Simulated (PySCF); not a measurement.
Ligands exchanged one at a time, Ga H-F. Gas-phase values, no solvent. Strings in code marks are SMILES.

Quantity: vertical ionisation energy (energy after one electron is removed minus that of the parent at the parent's geometry), in eV.

Level 1: B3LYP/6-31G* // PBE0-D3(BJ)/def2-TZVP (PySCF)
Level 2: minus the HOMO energy of HF/6-31G* // PBE0-D3(BJ)/def2-TZVP (PySCF)
Level 3: minus the HOMO energy of PBE-D3(BJ)/def2-TZVP // PBE0-D3(BJ)/def2-TZVP (PySCF)
Level 4: minus the HOMO energy of ωB97X-D3(BJ)/def2-TZVP // PBE0-D3(BJ)/def2-TZVP (PySCF)

```csv
species,level 2,level 3,level 4
`[GaH3]`,11.65,7.34,11.11
`[F][GaH2]`,12.22,7.54,11.48
```

Problem. What does level 1 give for each?

Solution. 
- `[GaH3]`: 11.29
- `[F][GaH2]`: 11.47
